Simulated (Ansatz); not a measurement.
The same group exchange along the group O, S, Se.

Gas-phase electronic energies from Ansatz, PBE0-D4/def2-TZVP geometries. CBS: MP2 limit from def2 TZ/QZ plus the TZ coupled-cluster correction, frozen cores. This one scheme is used for every species. Functionals use def2-TZVPP. B3LYP here is the variant with VWN-RPA as its local correlation; programs differ in this. For Se outer-core shells are correlated without core-valence functions, which leaves a few kJ/mol of doubt a bond. Scalar relativity is left out up to krypton. Each species was taken in one conformer, which may not be the lowest.

```
                                             reaction  CCSD(T)/CBS(def2) (kJ/mol)
      `C=CO[SiH2]C` + `C=CC` → `C=CCOC=C` + `C[SiH3]`                           ?
      `C=CS[SiH2]C` + `C=CC` → `C=CCSC=C` + `C[SiH3]`                          97
`C=C[Se][SiH2]C` + `C=CC` → `C=CC[Se]C=C` + `C[SiH3]`                          97
```

Problem. Fill in the missing values. (An estimate is asked.)

Solution. Computed: `C=CO[SiH2]C` + `C=CC` → `C=CCOC=C` + `C[SiH3]`: +164.3 kJ/mol.

Largest T1 diagnostic: 0.012, for `C=CCOC=C`.
